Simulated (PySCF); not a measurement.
BH₃N, SMILES B[NH], multiplicity 2. Atoms are numbered in the order given.

```xyz
5

B     -0.0142    -0.6876     0.0000
N      0.0590     0.6368     0.0000
H      0.9685    -1.3999     0.0000
H     -1.1104    -1.2300     0.0000
H     -0.1999     1.6102     0.0000
```
Charge 0, spin multiplicity 2.

Geometry: PBE-D3(BJ)/def2-TZVP. The isomer is the one that the SMILES or the coordinates give; other isomers of the formula were not compared.

These are PySCF with B3LYP/pcH-1 values and carry that method's errors.

Unrestricted Kohn–Sham, ⟨S²⟩ = 0.758. Hyperfine tensors hold the contact and dipolar terms, without spin-orbit corrections.

Computed hyperfine couplings:
```json
[
 {"nucleus": "11B no. 1", "A(iso) (MHz)": "-59.6", "A(iso) (G)": "-21.3", "dipolar principal values (MHz)": "-11.6, -0.3, 11.8"},
 {"nucleus": "14N no. 2", "A(iso) (MHz)": "44.2", "A(iso) (G)": "15.8", "dipolar principal values (MHz)": "-41.1, -35.1, 76.2"},
 {"nucleus": "1H no. 3", "A(iso) (MHz)": "235.7", "A(iso) (G)": "84.1", "dipolar principal values (MHz)": "-5.4, -3.6, 9.0"},
 {"nucleus": "1H no. 4", "A(iso) (MHz)": "312.1", "A(iso) (G)": "111.4", "dipolar principal values (MHz)": "-5.0, -2.3, 7.2"},
 {"nucleus": "1H no. 5", "A(iso) (MHz)": "-43.2", "A(iso) (G)": "-15.4", "dipolar principal values (MHz)": "-47.2, -10.4, 57.6"}
]
```

### Question
And the g tensor (effective nuclear charges for spin-orbit coupling, GIAO)? (An estimate is asked for; the answer gives what the named calculation found.)

### Answer
principal values 2.0023, 2.0040, 2.0049; isotropic 2.0037.
